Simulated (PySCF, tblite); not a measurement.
## A complex of Al3+ and 2 × acetonitrile

A gas-phase complex of Al3+ and 2 × acetonitrile; charge +3, singlet. The structure comes from a short search (4 tight-binding starts) and was relaxed by PBE0-D3(BJ)/def2-SVPD; another way of binding may lie lower. No frequency run checks that it is a minimum.

```tsv
part	name	SMILES	atoms	charge	multiplicity
1	Al3+	[Al+3]	1	+3	1
2	acetonitrile	CC#N	2–7	0	1
3	acetonitrile	CC#N	8–13	0	1
```

```xyz
13

Al   -1.632   -0.545   -0.109
C    -4.295    0.972    2.956
C    -3.438    0.482    1.964
N    -2.716    0.070    1.129
H    -3.857    0.768    3.961
H    -4.427    2.071    2.826
H    -5.287    0.468    2.876
C     1.001   -2.077   -3.192
C     0.152   -1.583   -2.195
N    -0.563   -1.166   -1.356
H     0.408   -2.660   -3.934
H     1.505   -1.226   -3.707
H     1.772   -2.738   -2.731
```
Atoms count from 1 in this order.

| contact | kind (by geometry) | distance (Å) | angle (°) |
| --- | --- | --- | --- |
| Al1···N10 | bond | 1.756 | - |
| Al1···N4 | bond | 1.756 | - |

The parts are joined by the bonds Al1–N10 and Al1–N4, so these are energies of forming such bonds; deforming the relaxed parts to their shape in the adduct costs 5.9 kcal/mol, which the interaction energies leave out.

Interaction energies are complex less parts, with the parts frozen as they stand in it; counterpoise-corrected, in kcal/mol (PySCF).

(1) How strongly do the parts interact, level by level?

(2) What holds them together? Decompose the wB97M-D3(BJ)/def2-SVPD energy: frozen parts, their antisymmetrised product, then relaxation.

(3) Are the pair energies additive?

The parts were also relaxed and run alone, at the levels used for the complex: shieldings by PBE0/pcSseg-1; core levels by delta-SCF with SCAN, pcX-2 on the ionised atom and pcseg-1 elsewhere, spin-free X2C (2p3/2 is the spin-free 2p value less a third of a first-order spin-orbit splitting).

Values alone: shielding of Al1 (ppm): 765.9; shielding of N10 (ppm): -39.4; shielding of N4 (ppm): -39.4; Al1 2p3/2 core level (eV): 119.93; N10 1s core level (eV): 405.35.

(4) What does binding change?

## Answers

(1) 
```
                 level  interaction  superposition error removed
wB97M-D3(BJ)/def2-SVPD      -508.65                        -4.47
 PBE0-D3(BJ)/def2-SVPD      -515.81                        -4.38
```

(2) electrostatic -278.2, Pauli repulsion +123.3, orbital relaxation -355.9, dispersion correction -2.3 kcal/mol, which sum to the value before the counterpoise correction; the Pauli term holds the exchange-correlation of the frozen density too. Of the attraction, 56 % is orbital relaxation, 44 % is electrostatic, 0 % is dispersion correction.

(3) The pairs sum to -583.91 kcal/mol (1–2 -293.5, 1–3 -293.5, 2–3 3.1); the rest of +75.26 is a many-body weakening.

(4) 
| property | alone | in the complex | change |
| --- | --- | --- | --- |
| shielding of Al1 (ppm) | 765.9 | 553.0 | -212.9 |
| shielding of N10 (ppm) | -39.4 | 140.0 | +179.5 |
| shielding of N4 (ppm) | -39.4 | 140.0 | +179.5 |
| Al1 2p3/2 core level (eV) | 119.93 | 99.75 | -20.18 |
| N10 1s core level (eV) | 405.35 | 420.70 | +15.35 |

The core-hole state of N10 is spin-contaminated (⟨S²⟩ 0.81 against 0.75 for a pure doublet), so that value and differences from it are less sure.

Multiply charged ions in the gas phase bind far more strongly than in solution.
